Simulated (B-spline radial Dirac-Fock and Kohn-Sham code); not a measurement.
**2p3/2 emission of Ge³⁺**

System: Ge³⁺ in the configuration 1s2 2s2 2p6 3s2 3p6 3d10 4s1, inside a Watson sphere of charge -3 and radius 2.4 Å (a model of the Madelung potential; inside it an electron's potential energy is raised by 18.0 eV).

Level of theory: independent-particle rates on relativistic LDA orbitals of the hole state (multipoles up to L = 3, Coulomb Auger matrix elements, transition energies from Dirac-Fock); a radial finite-basis atomic code.

```
line  multipole  energy (eV)  rate (s⁻¹)  share (%)
  Lℓ         E1            –    7.43e+11       4.05
 Lα2         E1       1190.4    1.77e+12       9.67
 Lα1         E1       1190.9    1.58e+13       86.0
 Lβ6         E1       1218.9    5.21e+10      0.284
```

The listed lines hold 100.0 % of the radiative rate. A dash stands for an energy that rests on an unreliable hole state. The radiative width is 0.0121 eV in the length form and 0.0124 eV in the velocity form; the two differ because the transition energies are not eigenvalue differences of the potential that gave the orbitals.

Values without a named source are computed, but for edge energies of neutral atoms, which are taken from tables.
